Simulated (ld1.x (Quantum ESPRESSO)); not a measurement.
## beryllium (Be): excitation energies, all-electron against TM

* Element: beryllium
* Generator: ld1.x (Quantum ESPRESSO) 7.5
* Type: norm-conserving Troullier–Martins (Kleinman–Bylander form)
* Functional: PBEsol
* Relativity: scalar-relativistic
* Frozen core: none
* Valence charge: 4
* Reference configuration: 1s2 2s2 2p0
* Partial waves: 2p (bound, empty): rc 2.65 bohr; 1s (bound): rc 0.45 bohr
* Local potential: the s channel
* Core correction: none

Occupied shells without a wave of their own: 2s. They enter only through the test configuration that unscreens the potential.

Energies are relative to the spin-unpolarised reference configuration 1s2 2s2 2p0; without spin polarisation the order of configurations can differ from experiment.

| valence configuration | charge | ΔE all-electron (eV) | error AE − PS (meV) |
| --- | --- | --- | --- |
| 1s2 2s1 2p0 | +1 | 9.458 | +28 |
| 1s2 2s1.5 2p0 | +0.5 | 3.721 | +12 |
| 1s1 2s2 2p0 | +1 | 127.369 | +90 |
| 1s2 2s0 2p1 | +1 | 13.364 | +36 |
| 1s2 2s1 2p1 | 0 | 3.594 | +15 |
| 1s2 2s0 2p2 | 0 | 7.212 | +21 |

What are ΔE and the potential's error for 1s2 2s0 2p0?

ΔE = 27.184 eV all-electron; the error (AE − PS) is +76 meV.
